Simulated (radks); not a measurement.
Values are calculated unless marked as measured or tabulated.
Excited configurations of the caesium ion Cs3+: one electron is placed in a higher orbital outside [Kr] 4d10 5s2 5p3. The ground configuration is [Kr] 4d10 5s2 5p4. Level of theory: scalar-relativistic Kohn-Sham, PBE, spin-polarised, spherical densities, point nucleus; open shells are filled with parallel spins first (spin-orbit coupling, left out, can overturn this in heavy ions) (a radial shooting solver on a logarithmic mesh with Libxc functionals). Excitation = E - E(ground); binding = E(ion) - E, where the ion is the core of charge +4; n* = 4/sqrt(2 binding) in atomic units, and the quantum defect is n - n*.

5d: excitation (eV) 15.999; binding (eV) 27.744; n* 2.801; quantum defect 2.199; eigenvalue (eV) -23.495; <r> (bohr) 2.519
5f: excitation (eV) 30.348; binding (eV) 13.394; n* 4.031; quantum defect 0.969; eigenvalue (eV) -11.313; <r> (bohr) 4.659
6s: excitation (eV) 19.416; binding (eV) 24.327; n* 2.991; quantum defect 3.009; eigenvalue (eV) -21.480; <r> (bohr) 3.522
6p: excitation (eV) 23.690; binding (eV) 20.053; n* 3.295; quantum defect 2.705; eigenvalue (eV) -17.677; <r> (bohr) 4.050
6d: excitation (eV) 29.291; binding (eV) 14.452; n* 3.881; quantum defect 2.119; eigenvalue (eV) -12.748; <r> (bohr) 5.213
7d: excitation (eV) 34.465; binding (eV) 9.278; n* 4.844; quantum defect 2.156; eigenvalue (eV) -8.233; <r> (bohr) 8.454
7f: excitation (eV) 37.390; binding (eV) 6.353; n* 5.854; quantum defect 1.146; eigenvalue (eV) -5.651; <r> (bohr) 11.80

The Delta-SCF ionisation energy is 43.743 eV (NIST Atomic Spectra Database: 43 eV, theoretical). Self-interaction in the functional shifts the binding energies and quantum defects, so they are the method's values and not measured ones. Open shells are spherical and high-spin; term and fine-structure splittings are not resolved. Spin-orbit splitting is averaged out at the scalar-relativistic level.
